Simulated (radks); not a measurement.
Results of a calculation; reference values are marked as such.
Fractional charge and spin in the 5s shell of antimony: the spin-up occupation runs from 0 to 1 and the spin-down occupation from 0 to 1; the fullest corner is Sb+, [Kr] 4d10 5p(up 1, down 1) 5s(up 1, down 1). Level of theory: scalar-relativistic Kohn-Sham, r2SCAN, spin-polarised, spherical densities, finite nucleus; meta-GGA in the generalised Kohn-Sham scheme; Fermi nuclear charge, rms radius of each element as measured or else 0.836 A^(1/3) + 0.57 fm (a radial shooting solver on a logarithmic mesh with Libxc functionals). Energy (eV) above the fullest corner. The planes named below are the two flat planes that join the four corners, with an edge along up + down = one added electron.

down \ up,0,0.25,0.5,0.75,1
0,61.033,51.240,42.011,33.343,25.234
0.25,51.240,42.131,33.579,25.580,18.134
0.5,42.011,33.579,25.695,18.357,11.563
0.75,33.343,25.580,18.357,11.673,5.521
1,25.234,18.134,11.563,5.521,0.000

Corners above the fullest one (they belong to Sb2+ and the next ion): (up 1, down 0) 25.234 eV, (up 0, down 1) 25.234 eV, (up 0, down 0) 61.033 eV. With half an added electron in each spin the energy lies 0.461 eV from the planes, and with half an added electron in spin up alone -1.122 eV. The planes are only a guide here: the flat-plane condition holds for ground states with one frontier orbital, while this shell lies below other occupied shells, so the corners above the fullest one are inner-hole states and not the ground states of those ions.
